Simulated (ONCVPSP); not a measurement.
niobium: excitation energies, all-electron against ONCV

- Element: niobium
- Generator: ONCVPSP 4.0.1
- Type: optimised norm-conserving Vanderbilt (ONCV)
- Functional: PBE
- Relativity: fully relativistic
- Frozen core: [Ar] 3d10
- Valence charge: 13
- Reference configuration: 4s2 4p6 4d4 5s0.75 5p0.25
- Partial waves: 4s+5s: rc 2.15 bohr, ncon 3, nbas 8, qcut 7 1/bohr, 2 projectors; 4p+5p: rc 2.10 bohr, ncon 5, nbas 8, qcut 7.9 1/bohr, 2 projectors; 4d: rc 2.30 bohr, ncon 4, nbas 9, qcut 7.4 1/bohr, 2 projectors, debl 2.4 Ha; f scattering state at 0.08 Ha: rc 1.85 bohr, ncon 3, nbas 7, qcut 6.4 1/bohr, 3 projectors, debl 1.4 Ha
- Local potential: polynomial inside 1.65 bohr (lpopt 4, dvloc0 -1 Ha)
- Core correction: Teter function, fcfact 5.5, rcfact 1.5

Open shells are filled in proportion to 2j + 1.

Energies are relative to the spin-unpolarised reference configuration 4s2 4p6 4d4 5s0.75 5p0.25; without spin polarisation the order of configurations can differ from experiment. Not all tests gave a result: 1 of 4 tests not solved or not reliable.

| valence configuration | charge | ΔE all-electron (eV) | error AE − PS (meV) |
| --- | --- | --- | --- |
| 4s2 4p6 4d4 5s1 5p0 | 0 | -0.721 | -0.1 |
| 4s2 4p6 4d4 5s0 5p0 | +1 | 5.917 | -0.8 |
| 4s2 4p6 4d4.5 5s0.5 5p0 | 0 | -0.163 | -0.3 |
